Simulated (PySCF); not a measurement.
CH₆Si₂, SMILES `[SiH](C)=[SiH2]`, neutral singlet in the gas phase. 

Cartesian coordinates (Å):
```xyz
9

C     -1.5608    -0.2603     0.1284
Si     0.0613     0.2640    -0.6574
Si     1.9520     0.1862     0.3861
H     -1.3803    -0.9456     0.9567
H     -2.1877    -0.7698    -0.6066
H     -2.1158     0.6021     0.5017
H     -0.1155     1.3107    -1.6913
H      2.1698    -0.9141     1.3525
H      3.1769     0.5268    -0.3702
```
Charge 0, spin multiplicity 1.

All levels are single points at this geometry (B3LYP-D3(BJ)/def2-TZVP); Pople sets use spherical d functions. Orbital energies aren't observables, and empty levels follow the basis.

ωB97X-D3(BJ)/def2-TZVP in PySCF gives gap (eV) = 7.86.

Estimate the gap (eV) from each of these levels: PBE-D3(BJ)/def2-TZVP in PySCF; B3LYP/3-21G in PySCF; B3LYP/6-311+G** in PySCF; B3LYP/6-31G* in PySCF; B3LYP/LANL2DZ in PySCF.


```json
[
 {"level": "PBE-D3(BJ)/def2-TZVP in PySCF", "gap (eV)": "2.51"},
 {"level": "B3LYP/3-21G in PySCF", "gap (eV)": "3.82"},
 {"level": "B3LYP/6-311+G** in PySCF", "gap (eV)": "3.66"},
 {"level": "B3LYP/6-31G* in PySCF", "gap (eV)": "3.71"},
 {"level": "B3LYP/LANL2DZ in PySCF", "gap (eV)": "3.81"}
]
```
